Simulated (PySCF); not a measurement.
Frontier orbitals and the lowest excitations

Species: C₃H₆F₂GeO₂.
Structure used (PBE0-D3(BJ)/def2-SVP), in Å, numbered top down from 1:
```
atom  x, y, z in Å
F1     3.215   -0.047   -0.944
C2     2.193   -0.650   -0.291
F3     1.623   -1.553   -1.120
Ge4    0.834    0.703    0.232
O5    -0.428    0.963   -0.998
C6    -1.522    0.127   -0.664
C7    -1.595    0.005    0.862
O8    -0.280   -0.099    1.376
H9     2.607   -1.193    0.579
H10    1.446    2.030    0.699
H11   -2.445    0.568   -1.072
H12   -1.387   -0.874   -1.118
H13   -2.100    0.892    1.291
H14   -2.169   -0.888    1.158
```

Computed, not measured: TDDFT B3LYP/def2-SVPD, vertical, gas phase, core orbitals frozen in the response (PySCF 2.14.0, density-fitted response routines). The B3LYP/def2-SVPD calculation is non-relativistic and has no spin–orbit coupling, an omission that weighs most on germanium.

Kohn–Sham orbitals with the atoms that hold most of them (Löwdin shares over 4%, at most four atoms; ? is withheld):

| orbital | ε (eV) | atoms |
| --- | --- | --- |
| LUMO+2 | 0.27 | Ge4 21%, H10 20%, C2 14%, O8 13% |
| LUMO+1 | 0.15 | Ge4 30%, H10 12%, C7 8%, O8 7% |
| LUMO | ? | ? |
| HOMO | -7.79 | ? |
| HOMO-1 | -7.91 | O5 25%, O8 17%, C2 13%, Ge4 11% |
| HOMO-2 | -8.81 | O8 23%, C7 18%, O5 16%, C6 11% |
| HOMO-3 | -9.30 | O5 46%, O8 32%, Ge4 7%, C6 5% |

Question: Which atoms hold the LUMO, and with what shares?

Answer: Ge4 (bonded to C, 2 O and H) 37%; O5 (bonded to C and Ge) 12%; C2 (bonded to 2 F, Ge and H) 12%; H10 (bonded to Ge) 12%.

Question: Give the leading atoms of the HOMO.

Answer: O8 (bonded to C and Ge) 34%; O5 (bonded to C and Ge) 27%; C7 (bonded to C, O and 2 H) 12%; C6 (bonded to C, O and 2 H) 10%. By element: oxygen 60%, carbon 22% or more.

Question: What is the LUMO energy, and the HOMO–LUMO gap?

Answer: ε(LUMO) = -0.59 eV; the gap is 7.20 eV (0.2647 hartree).

Question: How does S1 compare with the orbital gap of 7.20 eV?

Answer: S1 is at 6.18 eV (f = 0.0032), 1.03 eV below the gap, made of HOMO→LUMO (96%). 

Question: Give energy, strength and leading configuration of S1, S2, S4 and S6, and follow the Löwdin shares of the leading atoms from the occupied to the empty orbital.

Answer: 
- S1 (6.18 eV, f 0.0032), HOMO→LUMO (96%): O8 34% → at most 13%, O5 27% → 12%, Ge4 at most 11% → 37%
- S2 (6.21 eV, f 0.0083), HOMO-1→LUMO (95%): O5 25% → 12%, O8 17% → at most 13%, Ge4 11% → 37%
- S4 (7.03 eV, f 0.0007), HOMO-1→LUMO+1 (74%): O5 25% → at most 7%, O8 17% → 7%, Ge4 11% → 30%, H10 at most 11% → 12%
- S6 (7.24 eV, f 0.024), HOMO-2→LUMO (95%): O8 23% → at most 13%, C7 18% → at most 13%, Ge4 at most 12% → 37%, O5 16% → 12%

Löwdin shares depend on the basis, the more so with diffuse functions.

One conformer stands for the species.
